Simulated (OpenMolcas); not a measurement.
Tc5+: moving the ligands

Tc5+ with 6 ligands (fluoride) in octahedral coordination (Oh) at 1.91 Å. A charge of +0.167 e stands 2.4 Å behind each ligand. Ligand basis ANO-RCC-VDZP.
```
Tc    0.0000    0.0000    0.0000
F     1.9100    0.0000    0.0000
F     0.0000    1.9100    0.0000
F    -1.9100    0.0000    0.0000
F     0.0000   -1.9100    0.0000
F     0.0000    0.0000    1.9100
F     0.0000    0.0000   -1.9100
```

```json
{
 "Program": "OpenMolcas 26.06",
 "Method": "CASSCF",
 "Basis": "ANO-RCC-VDZP [6s5p3d1f]",
 "Scalar Hamiltonian": "DKH2, point nucleus",
 "Active space": "2 electrons in 5 orbitals (4d)",
 "State averaging": "2S+1 = 3 even, 10 roots; 2S+1 = 1 even, 15 roots",
 "Spin-orbit coupling": "state interaction with AMFI integrals over the reference wave functions"
}
```

Runs around this geometry, states (labels of O, the rotations of Oh). Energies in cm-1 above the lowest state or level, χT in cm3 K/mol; under a threefold ground state the first gap can be a small split of the lowest multiplet, not the spin-orbit step; 10Dq and B are least-squares fits to the states below 45000 cm-1, weighted by degeneracy, with a free offset, and given where the rms deviation is under 5 % of |10Dq| (or 100 cm-1) and under 700 cm-1.

| R (Å) | Ground state | First state of that spin | 10Dq | B (rms of fit) | First gap with spin-orbit (degeneracies) | χT at 300 K | First state of another spin |
| --- | --- | --- | --- | --- | --- | --- | --- |
| 1.8 | 3T1 | 3T2 40718 |  |  | 22.6 (2, 3) | 0.374 | 1T2 9858 |
| 1.91 | 3T1 | 3T2 31851 | 32803 | 765 (396) | 31.1 (2, 3) | 0.355 | 1T2 10144 |
| 1.98 | 3T1 | 3T2 27699 | 28508 | 763 (420) | 36.9 (2, 3) | 0.344 | 1T2 10330 |

Taking the first state of the same spin as R^-n, n = -ln(27699 / 40718) / ln(1.98 / 1.8) = 4.0 between the shortest and longest distance.

An orbital triplet at a regular site is open to Jahn-Teller coupling, which can distort the site and quench the lowest spin-orbit gaps and is left out. Without dynamic correlation the repulsion within the d shell is too large (B by tens of per cent), so at a given field states of lower spin stand too high. With metal d orbitals alone the field can be off either way by tens of per cent. Ligand-to-metal charge-transfer states are missing. With no ligand orbital active B as a rule stays too high, so bands that hang on it stand too high and its fall with covalency is understated. The least metal-like active orbital is 69 % on the metal (Löwdin) and no ligand orbital is active, so the numbers are rough (holds for R = 1.8). The least metal-like active orbital is 70 % on the metal (Löwdin) and no ligand orbital is active, so the numbers are rough (holds for R = 1.91; R = 1.98). No measured value stands beside these numbers; the geometry was imposed, not optimised, and the real ion may take another.
